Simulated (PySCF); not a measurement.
4-methyl-2-pentanone, C₆H₁₂O.
Geometry (PBE0-D3(BJ)/def2-SVP, Å), atoms numbered from 1 in this order:
```xyz
19
C6H12O angstrom
C      2.574    1.286   -0.768
C      1.694    0.151   -0.304
O      2.159   -0.838    0.211
C      0.205    0.320   -0.529
C     -0.676   -0.654    0.243
C     -0.633   -0.374    1.742
C     -2.105   -0.630   -0.285
H      3.620    0.959   -0.803
H      2.257    1.670   -1.750
H      2.485    2.120   -0.052
H     -0.079    1.369   -0.323
H      0.053    0.195   -1.619
H     -0.253   -1.660    0.079
H     -1.250   -1.098    2.296
H     -1.022    0.634    1.966
H      0.393   -0.445    2.130
H     -2.147   -0.884   -1.356
H     -2.558    0.368   -0.161
H     -2.740   -1.349    0.255
```

The closed-shell ground state was solved at several levels (PySCF, density fitting, gas phase, non-relativistic).

```csv
level,basis functions,total energy (Eh),HOMO (eV),LUMO (eV),gap (eV),dipole (D)
wB97X-D/def2-SVPD,239,-310.7875,-9.16,1.42,10.58,2.77
PBE0/6-31G*,122,-310.7190,-6.89,0.00,6.89,2.52
B3LYP/pcJ-1,309,-311.1207,-6.94,-0.58,6.36,2.63
PBE0/6-31+G*,150,-310.7290,-7.18,-0.37,6.81,2.73
PBE0/aug-cc-pVDZ,269,-310.7609,-7.16,-0.43,6.73,2.66
CAM-B3LYP/def2-SVPD,239,-310.7191,-8.72,0.74,9.46,2.79
PBE0/pcSseg-1,179,-310.6885,-7.19,-0.31,6.88,2.66
PBE0/def2-SVP,158,-310.5010,-7.06,-0.18,6.88,2.55
```

Task: Estimate the row for LC-wPBE/def2-SVPD, a basis of 239 functions; the other rows only guide the guess.

Result: Total energy -310.7048 Eh, HOMO -9.99 eV, LUMO 1.99 eV, gap 11.98 eV, dipole 2.80 D.

Task: Over all these levels, which gives the widest orbital gap and which the narrowest?

Result: LC-wPBE/def2-SVPD (range-separated hybrid) has the widest, 11.98 eV, and B3LYP/pcJ-1 (global hybrid, 20 % exact exchange) the narrowest, 6.36 eV. Functional and basis both differ between the two, so the spread mixes both effects.

Task: How much does the basis alone move the frontier levels among the 5 PBE0 rows?

Result: The HOMO by 0.30 eV and the LUMO by 0.43 eV. By rising basis size (HOMO, LUMO in eV): 6-31G* -6.89, 0.00; 6-31+G* -7.18, -0.37; def2-SVP -7.06, -0.18; pcSseg-1 -7.19, -0.31; aug-cc-pVDZ -7.16, -0.43.

Task: How far do the dipole and the HOMO energy spread over the levels?

Result: The dipole runs from 2.52 to 2.80 D (mean 2.68 D) and the HOMO from -9.99 to -6.89 eV.

One conformer stands for the species.

Note: wB97X-D ran without an empirical dispersion term, which enters the total energy and its gradient alone.
